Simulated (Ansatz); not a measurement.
Reaction (ligand exchange at the Si–C bond): `C[SiH2]N[SiH3]` + `O[SiH3]` → `[SiH3]N[SiH2]O[SiH3]` + CH₄

Calculated with Ansatz (gas phase, PBE0-D4/def2-TZVP geometries, no zero-point term in ΔE). CCSD(T)/CBS adds triple-zeta CCSD(T) − MP2 to the extrapolated MP2 energy (def2 sets, frozen cores). This one scheme is used for every species. Functionals use def2-TZVPP. B3LYP here is the variant with VWN-RPA as its local correlation; programs differ in this. Each species was taken in one conformer, which may not be the lowest.

| level | ΔE (kJ/mol) | difference from CCSD(T)/CBS |
| --- | --- | --- |
| PBE-D4 | -120.6 | 11.9 |
| r2SCAN-D4 | -131.5 | 1.0 |
| PBE0-D4 | -124.9 | 7.6 |
| B3LYP-D4 | -137.2 | -4.7 |
| ωB97M-V | -130.6 | 1.9 |
| B2PLYP | -133.4 | -0.9 |
| PBE | -116.3 | 16.2 |
| r2SCAN | -130.1 | 2.4 |
| HF/def2-TZVPP | -145.0 | -12.5 |
| MP2/def2-TZVPP | -133.7 | -1.2 |
| HF/def2-QZVPP | -146.7 | -14.2 |
| MP2/def2-QZVPP | -134.4 | -1.9 |
| SCS-MP2/def2-QZVPP | -136.5 | -4.0 |
| HF/CBS(def2) | -147.0 | -14.5 |
| MP2/CBS(def2) | -133.8 | -1.3 |
| CCSD/CBS(def2) | -133.7 | -1.2 |
| CCSD(T)/CBS | -132.5 | 0 |

Largest T1 diagnostic among the species: 0.011.

In def2-TZVPP, CCSD(T) changes the Hartree–Fock value by +12.5 kJ/mol (the triples alone add +1.2 kJ/mol) and MP2 by +11.3 kJ/mol. The D4 term adds −6.9 kJ/mol with B3LYP and −4.2 kJ/mol with PBE0; it sums over pairs of atoms, weighted by their polarisabilities, and B3LYP, whose exchange is more repulsive, gets the larger term.
